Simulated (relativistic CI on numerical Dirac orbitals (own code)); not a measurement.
**Fe3+ in a cubic cluster: L2,3 absorption with charge transfer**

Computed with a charge-transfer multiplet model of a cubic metal-ligand cluster with up to 3 ligand holes, Slater and spin-orbit integrals from Dirac-Coulomb-Breit ions, Slater integrals scaled by 0.8. The parameters are those of a tetrahedral site (10Dq negative, t2 hopping the larger). The ground state mixes d5 with configurations of k ligand holes L, whose averages lie at kΔ + k(k − 1)U_dd/2; a core hole lowers each added d electron by U_cd. 300 K, Lorentzian 0.4 eV and Gaussian 0.3 eV FWHM.

Atomic integrals in eV (Slater integrals scaled, ζ unscaled), ground: F2dd 9.587, F4dd 5.993, zeta_d 0.056; with the core hole: F2dd 10.208, F4dd 6.385, zeta_d 0.075, zeta_core 8.130, F2cd 5.984, G1cd 4.514, G3cd 2.566.

Cluster parameters (eV): U_dd = 5.7, U_cd = 6.9, 10Dq = -0.15, 10Dq(ligand) = 0, V(eg) = 1.02, V(t2g) = -1.74, final-state hopping factor = 0.9.

```csv
Case,n_d,d5,d6L,d7L2,d8L3,S
Δ = 0.6 eV,5.43,0.61,0.36,0.04,0.00,2.50
Δ = 1.6 eV,5.34,0.69,0.29,0.02,0.00,2.50
Δ = 4.6 eV,5.17,0.84,0.16,0.01,0.00,2.50
```

Weights, n_d and S are thermal averages at 300 K. Photon energies count from the first peak over 30 % of the highest in each spectrum, which can be another peak from case to case. The parameters are a model scan and need not match a compound or its usual spin state. Peaks in eV (height, largest 100):
- Δ = 0.6 eV: 0.0 (100), 2.5 (11), 3.9 (11), 12.3 (17), 13.8 (26)
- Δ = 1.6 eV: 0.0 (100), 0.9 (46), 3.0 (9), 3.6 (9), 12.3 (18), 13.9 (26)
- Δ = 4.6 eV: 0.0 (100), 1.2 (42), 3.5 (9), 4.2 (8), 12.4 (18), 14.2 (27)

For the case Δ = 1.6 eV, Δ = 1.6 eV is smaller than U_dd = 5.7 eV, the charge-transfer side of the Zaanen-Sawatzky-Allen scheme. With the core hole the configuration with one ligand hole lies at Δ + U_dd − U_cd = -0.6, 0.4, 3.4 eV from the one without, in the order of the table; where this is negative the screened configuration lies lower, though the effective hopping of about 2.9 eV (from the holes of the mixed ground state) mixes the two strongly wherever it is as large as the gap.
